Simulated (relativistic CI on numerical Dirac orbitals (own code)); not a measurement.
# Radial parameters of Sb31+

Method of calculation: Dirac-Coulomb-Breit CI, orbitals from a KLI potential per configuration, a model potential for QED, unscaled Slater integrals (own radial code, finite nucleus).

Slater integrals F^k, G^k are unscaled and averaged over j, outside the closed core [Ne]; ζ comes from projecting the Hamiltonian with its Breit term on Σ l·s of the shell.

- 3s²3p⁶3d²: F^2(3d,3d) = 382290, F^4(3d,3d) = 246770, ζ(3d) = 39526 cm⁻¹; <r>(3d) = 0.2669, <r^2>(3d) = 0.08267 (bohr units).
- 3s²3p⁵3d³: ζ(3p) = 301480, F^2(3d,3d) = 381450, F^4(3d,3d) = 246210, F^2(3p,3d) = 332560, G^1(3p,3d) = 357600, G^3(3p,3d) = 238080, ζ(3d) = 39010 cm⁻¹; <r>(3p) = 0.2991, <r^2>(3p) = 0.1033, <r>(3d) = 0.2675, <r^2>(3d) = 0.08301 (bohr units).
- 3s3p⁶3d³: F^2(3d,3d) = 381090, F^4(3d,3d) = 245960, G^2(3s,3d) = 268980, ζ(3d) = 39279 cm⁻¹; <r>(3s) = 0.3064, <r^2>(3s) = 0.1069, <r>(3d) = 0.2677, <r^2>(3d) = 0.08316 (bohr units).

(1) Give the Racah parameters of the d shell in 3s²3p⁶3d².

Averages of the first 10 configurations, taken without configuration mixing, which lowers the lowest level and can move excited configurations by several eV; other configurations of the list can lie among them:

```json
{"Configuration": "3s²3p⁶3d²", "Parity": "even", "States": "45", "Average energy above the lowest level (eV)": "19.3"}
{"Configuration": "3s²3p⁵3d³", "Parity": "odd", "States": "720", "Average energy above the lowest level (eV)": "219.6"}
{"Configuration": "3s3p⁶3d³", "Parity": "even", "States": "240", "Average energy above the lowest level (eV)": "383.7"}
{"Configuration": "3s²3p⁶3d4s", "Parity": "even", "States": "20", "Average energy above the lowest level (eV)": "768.7"}
{"Configuration": "3s²3p⁶3d4p", "Parity": "odd", "States": "60", "Average energy above the lowest level (eV)": "828.5"}
{"Configuration": "3s²3p⁶3d4d", "Parity": "even", "States": "100", "Average energy above the lowest level (eV)": "907.5"}
{"Configuration": "3s²3p⁵3d²4s", "Parity": "odd", "States": "540", "Average energy above the lowest level (eV)": "962.5"}
{"Configuration": "3s²3p⁶3d4f", "Parity": "odd", "States": "140", "Average energy above the lowest level (eV)": "974.5"}
{"Configuration": "3s²3p⁵3d²4p", "Parity": "even", "States": "1620", "Average energy above the lowest level (eV)": "1022.5"}
{"Configuration": "3s²3p⁵3d²4d", "Parity": "odd", "States": "2700", "Average energy above the lowest level (eV)": "1101.0"}
```

Results:

(1) B = F²/49 − 5F⁴/441 = 5004 cm⁻¹ and C = 35F⁴/441 = 19585 cm⁻¹.
